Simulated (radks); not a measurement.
All-electron atom: Sm III in [Xe] 4f5 6s1 (not the ground configuration). All-electron calculation, Dirac Kohn-Sham, BLYP, spin-unpolarised, spherical densities, finite nucleus; open shells fill j = l - 1/2 first; Fermi nuclear charge, rms radius 4.962 fm. Program: a radial shooting solver on a logarithmic mesh with Libxc functionals.

X-ray form factor f0, the Fourier transform of the density (f0(0) = 60):

sin(theta)/lambda (1/angstrom)  f0 (electrons)
0.05                                    59.119
0.1                                     56.814
0.15                                    53.755
0.2                                     50.441
0.25                                    47.134
0.3                                     43.980
0.4                                     38.429
0.5                                     33.917
0.6                                     30.191
0.8                                     24.347
1                                       20.265
1.25                                    17.011
1.5                                     14.784
2                                       11.072
